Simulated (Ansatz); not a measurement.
Mulliken charges of C$_{3}$H$_{5}$BO, SMILES `CC#CBO` from ωB97M-V/def2-TZVPP in Ansatz (PBE0-D4/def2-TZVP geometry).

| atom | x (Å) | y (Å) | z (Å) | charge (e) |
| --- | --- | --- | --- | --- |
| C1 | -1.124 | -1.952 | -0.154 | -0.335 |
| C2 | -0.397 | -0.711 | -0.003 | -0.082 |
| C3 | 0.211 | 0.328 | 0.115 | 0.020 |
| B4 | 0.974 | 1.618 | 0.343 | 0.039 |
| O5 | 1.311 | 2.386 | -0.721 | -0.249 |
| H6 | -2.102 | -1.884 | 0.330 | 0.129 |
| H7 | -0.580 | -2.777 | 0.312 | 0.129 |
| H8 | -1.281 | -2.196 | -1.208 | 0.132 |
| H9 | 1.280 | 1.960 | 1.453 | 0.024 |
| H10 | 1.791 | 3.177 | -0.465 | 0.191 |

Problem. By hand: the dipole of these point charges (1 e Å = 4.8032 D).

Solution. Σ q r = (-0.017, -0.050, 0.116) e Å, of length 0.127 e Å = 0.61 D.

Problem. How does the dipole of the full density compare? (Best estimate.)

Solution. Ansatz gave: (-0.025, -0.057, 0.086) e Å, 0.51 D; the point charges give 1.20 times that, at 12° from its direction.

Point charges leave out the atoms' own dipoles, such as those of lone pairs, and Mulliken's split depends on the basis, so the two needn't agree.
